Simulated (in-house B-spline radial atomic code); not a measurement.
Binding energies in W

NIST's tabulated ground configuration is [Xe] 4f14 5d4 6s2; each binding energy is the energy of the ion with one electron taken from that subshell, relaxed, less that of the parent. Computed with an all-electron radial atomic-structure program (B-spline basis): Dirac-Hartree-Fock, average of configuration, Fermi nucleus of rms radius 5.3658 fm. Energies include first-order Breit, QED and recoil terms.

```csv
subshell,X-ray name,binding energy (eV),-ε (eV),relaxation (eV)
1s,K,69528.4,69967.9,90.3
2s,L1,12114.6,12212.6,54.9
2p1/2,L2,11551.1,11652.7,59.4
2p3/2,L3,10213.6,10297.2,56.3
3s,M1,2833.9,2874.4,31.9
3p1/2,M2,2585.2,2626.1,32.9
4s,N1,609.5,625.6,14.2
4p1/2,N2,505.9,521.5,14.0
4p3/2,N3,438,451.8,12.9
5s,O1,89.76,94.12,4.09
5p1/2,O2,56.54,60.39,3.67
5p3/2,O3,46.77,50.04,3.21
4f5/2,N6,40.91,51.54,10.80
4f7/2,N7,38.79,49.12,10.59
5d,"O4,5",7.55,9.08,1.56
6s,P1,6.9,7.26,0.34
```

Relaxation = -ε minus the binding energy without Breit, QED and recoil terms.

Emission lines follow as differences of binding energies, with λ = 12398.42 eV·Å / E:

| line | holes | energy (eV) | wavelength (Å) |
| --- | --- | --- | --- |
| K-L3 | 1s → 2p3/2 | 59314.8 | 0.20903 |
| K-L2 | 1s → 2p1/2 | 57977.3 | 0.21385 |
| L3-M1 | 2p3/2 → 3s | 7379.7 | 1.6801 |

**Question.** What screening constant σ does Moseley's law, E = (3/4)·13.6057 eV·(Z - σ)², need for K-L3?

**Answer.** σ = -2.24.

Moseley's non-relativistic formula needs a falling, then negative, screening constant for heavy elements, because relativity binds the 1s electron more strongly than the formula allows.

**Question.** What does it cost to remove both a 1s and a 4p1/2 electron?

**Answer.** 70074 eV, which is 39.76 eV more than the two single binding energies together.

**Question.** What does it cost to remove both a 4s and a 4f7/2 electron?

**Answer.** 671.69 eV, which is 23.41 eV more than the two single binding energies together.

**Question.** What does it cost to remove both a 4s and a 4p3/2 electron?

**Answer.** 1068.6 eV, which is 21.05 eV more than the two single binding energies together.
